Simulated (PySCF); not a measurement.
H6Se, SMILES [SeH6].

Geometry: B3LYP-D3(BJ)/def2-TZVP.

These are TDA-PBE/def2-TZVPD (PySCF 2.14.0) values and carry that method's errors.

Vertical excitations; the highest root listed may be one member of a degenerate set. Isolated molecule, no solvent. State labels are in the subgroup D2h.

Computed lowest excited states:
```
state  symmetry  energy (eV)  λ (nm)      f                                   main pairs
-----  --------  -----------  ------  -----  -------------------------------------------
S1           Ag         3.87     320  0.000                   HOMO→LUMO (degenerate set)
S2           Ag         3.87     320  0.000                 HOMO−1→LUMO (degenerate set)
S3          B3u         5.88     211  0.000                 HOMO→LUMO+3 (degenerate set)
S4          B2u         5.88     211  0.000  HOMO−1→LUMO+2, HOMO→LUMO+2 (degenerate set)
S5          B1u         5.88     211  0.000  HOMO−1→LUMO+1, HOMO→LUMO+1 (degenerate set)
S6          B2u         6.03     206  0.168  HOMO→LUMO+2, HOMO−1→LUMO+2 (degenerate set)
S7          B1u         6.03     206  0.168  HOMO→LUMO+1, HOMO−1→LUMO+1 (degenerate set)
S8          B3u         6.03     206  0.168               HOMO−1→LUMO+3 (degenerate set)
S9          B2g         6.95     178  0.000  HOMO−1→LUMO+5, HOMO→LUMO+5 (degenerate set)
S10         B3g         6.95     178  0.000                 HOMO→LUMO+6 (degenerate set)
T1           Ag         2.83     438      0                   HOMO→LUMO (degenerate set)
T2           Ag         2.83     438      0                 HOMO−1→LUMO (degenerate set)
T3          B2u         5.57     223      0  HOMO→LUMO+2, HOMO−1→LUMO+2 (degenerate set)
T4          B3u         5.57     223      0               HOMO−1→LUMO+3 (degenerate set)
```
Triplets are in the Tamm–Dancoff approximation.
